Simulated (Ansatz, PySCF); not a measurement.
Process, species as SMILES: CNB(O)O → O[B]O + C[NH] (the B-N bond at the site shown breaks; other sites are not compared here)
Structures are relaxed separately at B3LYP-D3(BJ)/def2-TZVP in Ansatz (a first-principles code), one conformer each, not searched for the lowest. Frequencies are from Ansatz or PySCF.
Geometry of the first species:
SMILES: CNB(O)O
```xyz
11

C      1.8389     0.7209     0.1206
N      0.7835    -0.2076     0.4795
B     -0.5420    -0.2111    -0.0376
O     -1.4826    -1.1421     0.3431
O     -0.9883     0.7192    -0.9466
H      2.5563     0.8204     0.9364
H      2.3904     0.4209    -0.7780
H      1.4271     1.7180    -0.0527
H      1.0872    -0.9676     1.0641
H     -1.1868    -1.7562     1.0181
H     -0.3154     1.3310    -1.2519
```
Charge 0, spin multiplicity 1.

Property: bond dissociation energy (0 K, with B3LYP-D3(BJ) harmonic zero-point energies), in kJ/mol. Valence correlation only, unless marked. Open shells are spin-unrestricted. No spin-orbit coupling. No relativistic terms. CBS(X,Y): correlation extrapolated as X^-3; Hartree-Fock from the larger set. [CCSD(T)-MP2]/basis is that difference in the basis named.

| level | program | bond dissociation energy (kJ/mol) |
|---|---|---|
| HF/6-31G | Ansatz | 424.4 |
| HF/cc-pVDZ | Ansatz | 389.9 |
| SVWN5/def2-TZVPD | Ansatz | 565.1 |
| PBE-D3(BJ)/def2-TZVPD | Ansatz + dftd3 | 487.5 |
| BHLYP-D3(BJ)/def2-TZVPD | Ansatz + dftd3 | 491.2 |
| r2SCANh/def2-TZVPD | Ansatz | 476.5 |
| CAM-B3LYP/def2-TZVPD | Ansatz | 495.8 |

### Question
Estimate the value at RI-MP2/CBS(aug-cc-pVTZ,aug-cc-pVQZ)+[CCSD(T)-MP2]/aug-cc-pVTZ as computed with Ansatz.

### Answer
518.7 kJ/mol, so CAM-B3LYP/def2-TZVPD differs from it by -22.9 kJ/mol.
